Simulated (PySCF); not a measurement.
Species: C5H4ClN.
Cartesian coordinates in Å at the GFN2-xTB level; atoms count from 1:
```xyz
11
C5H4ClN angstrom
Cl    -0.4430    2.8081    0.1603
C     -0.1739    1.1050    0.0613
C     -1.2485    0.2308   -0.0004
C     -0.9680   -1.1254   -0.0791
N      0.2562   -1.6199   -0.0959
C      1.2691   -0.7749   -0.0359
C      1.1180    0.6016    0.0438
H     -2.2631    0.5936    0.0120
H     -1.7678   -1.8517   -0.1305
H      2.2542   -1.2213   -0.0515
H      1.9722    1.2567    0.0900
```

NICS is the negative of the GIAO shielding at a point without a nucleus: at the ring centre (0) and 1 Å above and below it (1); zz is the component along the ring normal. Level: GIAO PBE0/pcSseg-1 (PySCF, non-relativistic, gas phase) on the GFN2-xTB geometry, one conformer.

Ring bond lengths (Å), with Mayer bond orders in brackets: C2–C3 1.387 (1.35), C3–C4 1.387 (1.39), C4–N5 1.320 (1.48), N5–C6 1.320 (1.48), C6–C7 1.387 (1.39), C7–C2 1.387 (1.35).

Question: What do the NICS probes read (ppm)?

Answer: 
```json
{"ring": "C2–C3–C4–N5–C6–C7", "type": "6-membered ring with N; formal bonds all aromatic", "NICS(0)": "-8.0", "NICS(1), two faces": "-11.1 / -11.1", "NICS(1)zz, two faces": "-27.6 / -27.6", "rms pucker (Å)": "0.00", "centre to ring atoms, mean (Å)": "1.36"}
```

Question: What do they say, and how far can they be read as aromaticity?

Answer: 
- C2–C3–C4–N5–C6–C7: mean NICS(1)zz -27.6 ppm, shielded. The ring is flat and has no four-coordinate atom; by the NICS criterion it is aromatic.

Question: How equal are the bonds by HOMA? HOMA takes Krygowski's 1993 parameters.

Answer: 
- C2–C3–C4–N5–C6–C7: HOMA 0.99; the largest term is that of N5–C6, α(R − Ropt)² = 0.02. The geometric and the magnetic index point the same way.

Question: At the second NICS(1) probe listed for ring C2–C3–C4–N5–C6–C7, 1 Å off the ring, what do the in-plane components average?

Answer: The isotropic value is a third of the trace: (3 × -11.1 − (-27.6))/2 = -2.8 ppm.

Question: List the ring angles and the Hirshfeld charges of the ring atoms.

Answer: 
- C2–C3–C4–N5–C6–C7: C2 119.5° (+0.029 e), C3 117.5° (-0.062 e), C4 123.7° (+0.024 e), N5 118.1° (-0.163 e), C6 123.6° (+0.024 e), C7 117.6° (-0.062 e); sum 720.0° against 720° for a flat convex ring.

Question: How shielded are the nuclei of the rings and their hydrogens (means over atoms taken as equivalent)?

Answer: 
```csv
atoms,environment,σ isotropic (ppm),"principal values of the symmetric part, first atom (ppm)"
C2,aromatic C–Cl carbon,30.7,"-70.8, 32.4, 130.4"
C3 (×2),aromatic CH carbon,57.4,"-45.6, 58.9, 158.9"
C4 (×2),aromatic CH next to a ring nitrogen,30.3,"-76.8, 24.9, 142.9"
N5,pyridine-type nitrogen,-86.7,"-405.4, -167.6, 312.8"
H8 (×2),aromatic hydrogen,24.33,"20.9, 22.6, 29.5"
H9 (×2),aromatic hydrogen,22.83,"18.9, 22.6, 27.0"
```
